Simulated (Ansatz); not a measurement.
Mulliken charges of H6OSSi2 (`[SiH3]O[SiH2]S`) from B3LYP/def2-TZVPP in Ansatz (PBE0-D4/def2-TZVP geometry).

| atom | x (Å) | y (Å) | z (Å) | charge (e) |
| --- | --- | --- | --- | --- |
| Si1 | 0.433 | 1.659 | 0.283 | 0.414 |
| O2 | -0.422 | 0.504 | -0.514 | -0.399 |
| Si3 | -0.866 | -1.059 | -0.381 | 0.476 |
| S4 | 0.552 | -2.228 | 0.700 | -0.267 |
| H5 | 0.167 | 2.952 | -0.390 | -0.067 |
| H6 | 1.885 | 1.353 | 0.222 | -0.071 |
| H7 | 0.007 | 1.734 | 1.704 | -0.068 |
| H8 | -2.113 | -1.178 | 0.410 | -0.069 |
| H9 | -1.034 | -1.583 | -1.754 | -0.062 |
| H10 | 1.475 | -2.205 | -0.277 | 0.112 |

By hand: the dipole of these point charges (1 e Å = 4.8032 D).

Σ q r = (0.018, 0.097, -0.102) e Å, of length 0.142 e Å = 0.68 D.

How does the dipole of the full density compare? (An estimate is asked.)

Computed: (0.059, 0.053, -0.110) e Å, 0.65 D; the point charges give 1.05 times that, at 25° from its direction.

Point charges leave out the atoms' own dipoles, such as those of lone pairs, and Mulliken's split depends on the basis, so the two needn't agree.

B3LYP here is the variant with VWN-RPA as its local correlation; programs differ in this.
